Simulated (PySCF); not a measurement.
How exact exchange moves a shielding

Molecule: SMILES C#C[Si@H](O)S, C2H4OSSi.

Geometry:
| atom | x (Å) | y (Å) | z (Å) |
| --- | --- | --- | --- |
| C1 | 2.213 | -0.211 | -0.406 |
| C2 | 1.062 | -0.276 | -0.015 |
| Si3 | -0.679 | -0.361 | 0.555 |
| O4 | -1.633 | -1.027 | -0.623 |
| S5 | -1.230 | 1.626 | 1.143 |
| H6 | 3.231 | -0.153 | -0.751 |
| H7 | -0.846 | -1.235 | 1.735 |
| H8 | -1.646 | -0.595 | -1.482 |
| H9 | -0.416 | 2.220 | 0.242 |

GIAO shieldings (ppm, equivalent atoms averaged) in PySCF on the PBE0-D3(BJ)/def2-SVP geometry, basis pcSseg-2, gas phase, non-relativistic:

| functional | exact exchange (%) | σ(C2) | σ(Si3) | σ(O4) | σ(S5) |
| --- | --- | --- | --- | --- | --- |
| BLYP | 0 | 84.7 | 348.6 | 240.1 | 578.1 |
| BP86 | 0 | 88.4 | 357.2 | 243.8 | 597.3 |
| PBE | 0 | 87.8 | 357.9 | 243.2 | 600.9 |
| PBE0 | 25 | 92.4 | 373.3 | 255.8 | 630.6 |
| mPW1PW91 | 25 | 92.2 | 372.5 | 256.0 | 628.0 |
| BHandHLYP | 50 | 93.7 | 380.6 | 262.1 | 632.5 |
| HF | 100 | 104.3 | 418.4 | 277.5 | 675.7 |

Question: Fit each shielding as a line in the percentage of exact exchange.

Answer: σ(C2) = 87.1 + 0.17 x (rms 1.4 ppm); σ(Si3) = 354.9 + 0.62 x (rms 3.7 ppm); σ(O4) = 244.0 + 0.35 x (rms 2.3 ppm); σ(S5) = 597.1 + 0.82 x (rms 10.0 ppm). The functionals also differ in their semilocal parts, which the line can't hold; Hartree–Fock has no correlation at all.

Question: What does the line predict for B3LYP (20 %), and what does the run give?

Answer: σ(C2): 90.5 predicted, 88.3 computed; σ(Si3): 367.3 predicted, 361.0 computed; σ(O4): 251.0 predicted, 250.4 computed; σ(S5): 613.5 predicted, 603.2 computed ppm.
